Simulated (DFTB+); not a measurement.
DFTB+ input (SCC-DFTB): The folder sk holds the Slater-Koster set scc that CP2K ships.

```
Geometry = xyzFormat {
6

C      1.30511154    -0.19030126     0.16000243
C      0.10291222    -0.01500586     0.01261670
C     -1.21447998     0.17708606    -0.14889130
H      2.36004904    -0.34412407     0.28933434
H     -1.58759968     1.04652208    -0.68808273
H     -1.93371204    -0.53307168     0.25638137
}
Hamiltonian = DFTB {
  SCC = Yes
  SCCTolerance = 1e-8
  MaxSCCIterations = 300
  Charge = 1
  SlaterKosterFiles = Type2FileNames {
    Prefix = "sk/"
    Separator = ""
    Suffix = ".spl"
    LowerCaseTypeName = Yes
  }
  MaxAngularMomentum {
    C = "p"
    H = "s"
  }
  Filling = Fermi { Temperature [K] = 0 }
}
ParserOptions { ParserVersion = 14 }
```

From the last part of the output:

```
    3   2   1  -1       0.88215304  p_y
    3   2   1   0       0.63876174  p_z
    3   2   1   1       0.95752974  p_x
    4   1   0   0       0.74934398  s
    5   1   0   0       0.82437881  s
    6   1   0   0       0.82437881  s

Fermi level:                        -0.5087425659 H          -13.8436 eV
Band energy:                       -10.0114651317 H         -272.4258 eV
TS:                                  0.0000000000 H            0.0000 eV
Band free energy (E-TS):           -10.0114651317 H         -272.4258 eV
Extrapolated E(0K):                -10.0114651317 H         -272.4258 eV
Input / Output electrons (q):     14.0000000000     14.0000000000

Energy H0:                          -6.2211919376 H         -169.2872 eV
Energy SCC:                          0.1338001272 H            3.6409 eV
Total Electronic energy:            -6.0873918104 H         -165.6464 eV
Repulsive energy:                    0.2686791846 H            7.3111 eV
Total energy:                       -5.8187126258 H         -158.3352 eV
Extrapolated to 0:                  -5.8187126258 H         -158.3352 eV
Total Mermin free energy:           -5.8187126258 H         -158.3352 eV
Force related energy:               -5.8187126258 H         -158.3352 eV

Non-constrained calculation

SCC converged

Warning: dipole moment is not defined absolutely!
Dipole moment:   -0.15357174    0.02239264   -0.01882739 au
Dipole moment:   -0.39034047    0.05691641   -0.04785447 Debye
```

The dipole moment of an ion depends on the origin.
